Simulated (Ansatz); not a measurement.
A ladder of methods for BCl3 (boron trichloride)

BCl3: 4 atoms, total charge 0, spin state singlet. SMILES: `ClB(Cl)Cl`. Geometry: relaxed at PBE0-D4/def2-TZVP.

Quantity: the electronic atomisation energy, in eV. The values are calculated. Electronic energies at fixed atoms, without zero-point motion or spin-orbit coupling.

| level | kind | program | value (eV) | CPU time (all runs) |
| --- | --- | --- | --- | --- |
| HF/6-311+G** | Hartree–Fock | Ansatz | 10.52 | 3.5 s |
| SVWN5/6-311+G** | LDA | Ansatz | 16.39 | 6.2 s |
| PBE/6-311+G** | GGA | Ansatz | 14.41 | 8.8 s |
| r2SCAN/6-311+G** | meta-GGA | Ansatz | 14.32 | 25 s |
| B3LYP/6-311+G** | global hybrid | Ansatz | 13.44 | 12 s |
| r2SCAN0/6-311+G** | hybrid meta-GGA | Ansatz | 13.99 | 23 s |
| wB97X/6-311+G** | range-separated hybrid | Ansatz | 13.89 | 39 s |
| PBE-QIDH/6-311+G** | double hybrid | Ansatz | 14.08 | 15 s |
| RPA@PBE/6-311+G** | RPA | Ansatz | 11.97 | 17 s |
| CCSD/6-311+G** | coupled cluster or CI | Ansatz | 12.95 | 22 s |

The values span 10.52 to 16.39 eV. Times are those of the runs behind each value, whatever else they computed, on shared processors of several kinds: orders of magnitude only.
